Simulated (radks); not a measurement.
Spin polarisation of the 6s1 shell in the ytterbium ion Yb+. Start: [Xe] 4f14 6s(up 0.5, down 0.5); electrons of 6s are moved from spin down to spin up, other shells keep equal spins. Calculated with a radial shooting solver on a logarithmic mesh with Libxc functionals: scalar-relativistic Kohn-Sham, PBE, spin-polarised, spherical densities, point nucleus.

moment (Bohr magnetons) = 0: E - E(0) (eV) 0.000; e(6s up) (eV) -9.275; e(6s down) (eV) -9.275; 4f down minus up (eV) 0.000; 5p down minus up (eV) 0.000; 5s down minus up (eV) 0.000
moment (Bohr magnetons) = 0.25: E - E(0) (eV) -0.012; e(6s up) (eV) -9.370; e(6s down) (eV) -9.178; 4f down minus up (eV) 0.008; 5p down minus up (eV) 0.036; 5s down minus up (eV) 0.017
moment (Bohr magnetons) = 0.5: E - E(0) (eV) -0.048; e(6s up) (eV) -9.462; e(6s down) (eV) -9.082; 4f down minus up (eV) 0.016; 5p down minus up (eV) 0.072; 5s down minus up (eV) 0.034
moment (Bohr magnetons) = 0.75: E - E(0) (eV) -0.107; e(6s up) (eV) -9.548; e(6s down) (eV) -8.977; 4f down minus up (eV) 0.024; 5p down minus up (eV) 0.109; 5s down minus up (eV) 0.051
moment (Bohr magnetons) = 1: E - E(0) (eV) -0.195; e(6s up) (eV) -9.627; e(6s down) (eV) -8.720; 4f down minus up (eV) 0.032; 5p down minus up (eV) 0.145; 5s down minus up (eV) 0.068

At moment 1 the spin-polarisation energy is -0.195 eV and the 6s exchange splitting 0.907 eV, that is 0.907 eV per Bohr magneton; E = -I m^2/4 would give I = 0.780 eV.
